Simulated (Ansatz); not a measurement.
The first iterations of a band of FH₄NSn (7 atoms, charge 0, multiplicity 1).

All numbers below come from Ansatz 0.2.0, RKS r2SCAN/def2-mTZVP.

```json
{"movable images": "9", "climbing image": "yes", "spring": "5.0 eV/Å²", "optimiser": "quadratic models (default)", "start path": "through a guess of the saddle point", "force threshold": "0.05 eV/Å", "iteration limit": "60", "end points": "relaxed"}
```

Image 0:

```xyz
7
Properties=species:S:1:pos:R:3
Sn -0.681 -0.015 0.326
F -0.094 0.866 1.973
N 0.879 -0.224 -0.942
H 1.643 -0.786 -0.576
H -1.817 1.055 -0.354
H -1.206 -1.552 0.835
H 1.275 0.655 -1.262
```

Image 10:

```xyz
7
Properties=species:S:1:pos:R:3
Sn -1.134 0.040 -0.250
F 1.866 -0.643 1.569
N 0.744 0.302 -0.514
H 1.588 -0.246 0.721
H -2.404 0.510 -1.306
H -1.637 -0.745 1.168
H 0.977 0.781 -1.387
```

| iteration | highest image above the first end (eV) | largest band force component (eV/Å) |
| --- | --- | --- |
| 1 | 3.000 | 4.414 |
| 2 | 2.613 | 2.107 |
| 3 | 2.583 | 2.523 |
| 4 | 2.574 | 1.351 |

Task: Does the band converge within its limit, and where does its top end?

Result: The run converged. It ended after 12 iterations with the highest image 2.579 eV above the first end. Neighbouring images differ by up to 1.2 eV, so the band resolves the path poorly. A vibrational analysis at the climbing image gives one clearly imaginary mode, 133i cm⁻¹: a first-order saddle point. The orbitals stay closed-shell, which can raise the energy where a bond breaks towards radicals; this wasn't checked here.

The run took 3.5 min on 2 threads of Arm Neoverse V2 (shared host), peak memory 0.17 GiB.
